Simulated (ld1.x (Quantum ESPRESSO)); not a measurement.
## platinum, TM: configuration errors across variants

ld1.x (Quantum ESPRESSO) 7.5 input, shortened:

```
&input
   title='Pt', zed=78., rel=2, dft='PZ', iswitch=3,
   config='[Xe] 4f14 5d8 6s2 6p0', rel_dist='average'
 /
 &inputp
   pseudotype=2, tm=.true., lloc=-1, rcloc=1.65,
   nlcc=.true.
 /
3
6S  1  0   2.00   0.00  2.00  2.00  0.0
5P  2  1   6.00   0.00  1.05  1.05  0.0
5D  3  2   8.00   0.00  1.90  1.90  0.0
 &test
   configts(1)='5p6 5d8 6s2 6p0'
 /
```

Open shells are filled in proportion to 2j + 1 (rel_dist='average').

All-electron excitation energies from the reference (eV): (1) 5p6 5d9 6s1 6p0 -0.949; (2) 5p6 5d9 6s0 6p0 8.610; (3) 5p6 5d8 6s0 6p0 28.885; (4) 5p6 5d10 6s0 6p0 -0.919; (5) 5p6 5d9 6s0.5 6p0 2.919; (6) 5p5 5d9 6s1 6p0 62.500.

A true bound ghost makes a file unfit for plane-wave use even where its test errors are small: the radial tests pick states by their node count and pass the ghost by.

Errors AE − PS in meV (a dash: test not solved or not reliable):

| change | (1) | (2) | (3) | (4) | (5) | (6) | bound ghosts |
| --- | --- | --- | --- | --- | --- | --- | --- |
| base | -31 | -67 | -26 | -107 | -46 | -15 | d5/2, s, p1/2 |
| wave 6s (bound): rc 2.00 bohr becomes 6s (bound): rc 1.42 bohr | -50 | -143 | -135 | -171 | -85 | -122 | s, d5/2, p1/2 |
| wave 6s (bound): rc 2.00 bohr becomes 6s (bound): rc 1.58 bohr | -22 | -45 | -31 | -74 | -31 | -81 | d5/2, s, p1/2 |
| wave 6s (bound): rc 2.00 bohr becomes 6s (bound): rc 2.02 bohr | -31 | -67 | -26 | -107 | -46 | -15 | d5/2, s, p1/2 |
| wave 6s (bound): rc 2.00 bohr becomes 6s (bound): rc 2.40 bohr | -35 | -78 | -31 | -121 | -53 | -9.9 | d5/2, s, p1/2 |
| wave 6s (bound): rc 2.00 bohr becomes 6s (bound): rc 2.86 bohr | -16 | -36 | -30 | -58 | -24 | -26 | d5/2, s, p1/2 |

Give the same row for: wave 6s (bound): rc 2.00 bohr becomes 6s (bound): rc 2.60 bohr.

-30, -67, -29, -105, -46, -14; bound ghosts: d5/2, s, p1/2.
